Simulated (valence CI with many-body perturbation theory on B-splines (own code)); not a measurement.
**In42+: calculated level list**

Calculated by valence CI with perturbative core correlation (CI+MBPT): five valence electrons over a frozen Dirac-Fock core [He], radial functions for each j: 9 s, 9 p, 8 d, 6 f, 3 g, 1 h, with the one-electron correlation potential Σ1, the two-electron term Σ2, the three-electron term Σ3, Breit, model QED; selected CI, second order for the rest, scaled by the run's own slope (own B-spline code, finite nucleus).

The last digits are not significant, and no measured levels were compared; by estimate large intervals hold to a few tenths of a per cent, small ones and those within an open d or f shell to about a per cent. Among the levels kept, up to 3500 cm⁻¹ of a level comes from second order outside the variational space, and about a tenth of that is noise between levels of different J, which matters for small intervals.

Levels 1 to 45 of 62, with energies above the lowest level, (2s^2 2p1/2^2 2p3/2) J=3/2. "Leading %" is the weight of the configuration and term that name the level; weights of strongly mixed levels are sums over their largest components and can fall short, so below about 35 % the name and the second component can differ from the true leading terms, or belong to a minority configuration. In the jj column 3d3/2^4 stands for four electrons in 3d with j = 3/2. Lifetimes count E1, E2, E3, M1 and M2 decay at the calculated energies, and are blank where another channel may lead or the interval is too uncertain; long ones can be off by a factor of two.

```tsv
No.	Configuration	Term	J	E (eV)	Leading %	Second component	Leading jj	Lifetime
1	2s²2p³	²P°	3/2	0.0	45	30 % 2s²2p³ ⁴S°	2s^2 2p1/2^2 2p3/2 (99 %)	
2	2s²2p³	⁴S°	3/2	204.8	53	46 % 2s²2p³ ²D°	2s^2 2p1/2 2p3/2^2 (99 %)	11.1 ns
3	2s²2p³	²D°	5/2	223.3	100		2s^2 2p1/2 2p3/2^2 (100 %)	63.5 ns
4	2s²2p³	²P°	1/2	250.0	100		2s^2 2p1/2 2p3/2^2 (100 %)	15.2 ns
5	2s2p⁴	⁴P	5/2	395.5	78	22 % 2s2p⁴ ²D	2s 2p1/2^2 2p3/2^2 (98 %)	8.66 ps
6	2s2p⁴	²S	1/2	455.2	57	37 % 2s2p⁴ ⁴P	2s 2p1/2^2 2p3/2^2 (97 %)	2.25 ps
7	2s²2p³	²P°	3/2	455.8	54	29 % 2s²2p³ ²D°	2s^2 2p3/2^3 (99 %)	5.28 ns
8	2s2p⁴	²P	3/2	456.6	39	36 % 2s2p⁴ ²D	2s 2p1/2^2 2p3/2^2 (96 %)	1.38 ps
9	2s2p⁴	⁴P	3/2	619.8	74	18 % 2s2p⁴ ²D	2s 2p1/2 2p3/2^3 (97 %)	2.59 ps
10	2s2p⁴	²D	5/2	649.0	78	22 % 2s2p⁴ ⁴P	2s 2p1/2 2p3/2^3 (98 %)	2.64 ps
11	2s2p⁴	²P	1/2	679.8	58	36 % 2s2p⁴ ⁴P	2s 2p1/2 2p3/2^3 (94 %)	1.00 ps
12	2s2p⁴	²P	3/2	691.5	53	45 % 2s2p⁴ ²D	2s 2p1/2 2p3/2^3 (98 %)	962 fs
13	2s2p⁴	²S	1/2	902.4	37	36 % 2s2p⁴ ²P	2s 2p3/2^4 (96 %)	1.09 ps
14	2p⁵	²P°	3/2	902.7	99		2p1/2^2 2p3/2^3 (99 %)	900 fs
15	2p⁵	²P°	1/2	1125.9	100		2p1/2 2p3/2^4 (100 %)	682 fs
16	2s²2p²3s	⁴P	1/2	3713.9	50	28 % 2s²2p²3s ²S	2s^2 2p1/2^2 3s (99 %)	32.0 fs
17	2s²2p²3p	²P°	1/2	3771.6	42	41 % 2s²2p²3p ⁴D°	2s^2 2p1/2^2 3p1/2 (99 %)	3.14 ps
18	2s²2p²3p	²P°	3/2	3843.7	30	23 % 2s²2p²3p ⁴D°	2s^2 2p1/2^2 3p3/2 (98 %)	2.79 ps
19	2s²2p²3d	²D	3/2	3901.2	38	35 % 2s²2p²3d ⁴F	2s^2 2p1/2^2 3d3/2 (99 %)	21.8 fs
20	2s²2p²3s	⁴P	3/2	3923.2	88	10 % 2s²2p²3s ²P	2s^2 2p1/2 2p3/2 3s (99 %)	46.2 fs
21	2s²2p²3d	²D	5/2	3925.7	31	19 % 2s²2p²3d ⁴D	2s^2 2p1/2^2 3d5/2 (90 %)	4.36 fs
22	2s²2p²3s	²P	1/2	3929.6	67	32 % 2s²2p²3s ⁴P	2s^2 2p1/2 2p3/2 3s (99 %)	20.9 fs
23	2s²2p²3s	²D	5/2	3939.6	55	36 % 2s²2p²3s ⁴P	2s^2 2p1/2 2p3/2 3s (91 %)	58.8 fs
24	2s²2p²3s	²D	3/2	3942.7	61	37 % 2s²2p²3s ²P	2s^2 2p1/2 2p3/2 3s (99 %)	22.0 fs
25	2s²2p²3p	⁴P°	1/2	3980.5	45	29 % 2s²2p²3p ⁴D°	2s^2 2p1/2 2p3/2 3p1/2 (99 %)	3.93 ps
26	2s²2p²3p	⁴D°	3/2	3985.7	55	23 % 2s²2p²3p ²D°	2s^2 2p1/2 2p3/2 3p1/2 (99 %)	4.37 ps
27	2s²2p²3p	²F°	5/2	3996.7	44	32 % 2s²2p²3p ²D°	2s^2 2p1/2 2p3/2 3p1/2 (99 %)	3.24 ps
28	2s²2p²3p	²P°	3/2	4017.8	39	26 % 2s²2p²3p ²D°	2s^2 2p1/2 2p3/2 3p1/2 (97 %)	832 fs
29	2s²2p²3p	⁴D°	5/2	4044.6	49	33 % 2s²2p²3p ⁴P°	2s^2 2p1/2 2p3/2 3p3/2 (93 %)	1.01 ps
30	2s²2p²3p	⁴P°	1/2	4049.7	36	33 % 2s²2p²3p ²P°	2s^2 2p1/2 2p3/2 3p3/2 (98 %)	2.46 ps
31	2s²2p²3p	²D°	3/2	4055.1	51	27 % 2s²2p²3p ⁴P°	2s^2 2p1/2 2p3/2 3p3/2 (98 %)	2.42 ps
32	2s²2p²3p	²F°	7/2	4061.5	60	40 % 2s²2p²3p ⁴D°	2s^2 2p1/2 2p3/2 3p3/2 (99 %)	3.61 ps
33	2s²2p²3p	²P°	3/2	4066.5	38	23 % 2s²2p²3p ⁴S°	2s^2 2p1/2 2p3/2 3p3/2 (91 %)	239 fs
34	2s²2p²3p	²D°	5/2	4075.6	51	18 % 2s²2p²3p ²F°	2s^2 2p1/2 2p3/2 3p3/2 (86 %)	338 fs
35	2s²2p²3p	²P°	1/2	4088.4	83	8 % 2s²2p²3p ⁴D°	2s^2 2p1/2 2p3/2 3p3/2 (96 %)	411 fs
36	2s2p³3s	⁶S°	5/2	4090.6	35	33 % 2s2p³3s ⁴P°	2s 2p1/2^2 2p3/2 3s (77 %)	95.8 fs
37	2s2p³3s	⁴S°	3/2	4107.5	34	29 % 2s2p³3s ²P°	2s 2p1/2^2 2p3/2 3s (89 %)	27.5 fs
38	2s²2p²3d	⁴F	3/2	4111.5	42	30 % 2s²2p²3d ²P	2s^2 2p1/2 2p3/2 3d3/2 (97 %)	12.0 fs
39	2s²2p²3d	⁴F	5/2	4113.4	55	37 % 2s²2p²3d ²F	2s^2 2p1/2 2p3/2 3d3/2 (96 %)	26.7 fs
40	2s²2p²3d	⁴D	1/2	4114.7	80	14 % 2s²2p²3d ²P	2s^2 2p1/2 2p3/2 3d3/2 (99 %)	24.5 fs
41	2s²2p²3d	⁴F	7/2	4124.7	52	36 % 2s²2p²3d ²G	2s^2 2p1/2 2p3/2 3d3/2 (73 %)	476 fs
42	2s²2p²3d	⁴D	7/2	4128.1	49	32 % 2s²2p²3d ²F	2s^2 2p1/2 2p3/2 3d5/2 (79 %)	180 fs
43	2s²2p²3d	²F	5/2	4130.9	33	31 % 2s²2p²3d ⁴P	2s^2 2p1/2 2p3/2 3d3/2 (62 %)	3.42 fs
44	2s²2p²3d	⁴D	3/2	4135.0	37	37 % 2s²2p²3d ²D	2s^2 2p1/2 2p3/2 3d3/2 (51 %)	5.02 fs
45	2s²2p²3d	⁴P	3/2	4141.8	40	31 % 2s²2p²3d ²P	2s^2 2p1/2 2p3/2 3d5/2 (52 %)	3.12 fs
```

The ionisation energy to 2s²2p² ³P0 of the next ion comes out as 6764.9 eV (NIST: 6770 ± 50 eV (semi-empirical)). All 62 levels together are meant to be complete up to 4217.3 eV.
